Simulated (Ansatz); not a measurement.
The cluster Li₆O₂. The state is a singlet with charge 0. Geometry PBE0-D4/def2-TZVP; atoms count from 1.

Cartesian coordinates in Å:
```
Li 3.6519 0.1219 0.4568
Li -1.2003 -0.9855 -3.0790
Li -1.1114 -0.0331 -0.1402
Li 1.1924 -0.4361 -1.3091
Li -1.9790 0.8693 2.6856
Li 0.8046 0.5058 1.5572
O -0.4605 -0.5464 -1.7017
O -0.8977 0.5042 1.5304
```

The restricted singlet is unstable towards broken spin symmetry in Hartree–Fock (as tested in another run); at PBE0-D4/def2-TZVP this wasn't settled. Another isomer (singlet) lies 0.59 eV lower at PBE0-D4/def2-TZVP; other spin states weren't run for this one.

(1) Estimate the Mulliken populations from the PBE0/def2-TZVP orbitals of Ansatz.

(2) And the Mayer bond orders between bonded heavy atoms (over 0.3)?

Results:

(1) 
```
atom  charge (e)
 Li1       -0.21
 Li2        0.66
 Li3        0.71
 Li4        0.44
 Li5        0.66
 Li6        0.44
  O7       -1.36
  O8       -1.36
```
Mulliken values and Mayer orders depend strongly on the basis.

(2) Li1–Li4 0.42 (3.08 Å); Li1–Li6 0.42 (3.08 Å); Li2–O7 0.54 (1.62 Å); Li4–O7 0.37 (1.70 Å); Li5–O8 0.54 (1.62 Å); Li6–O8 0.37 (1.70 Å).
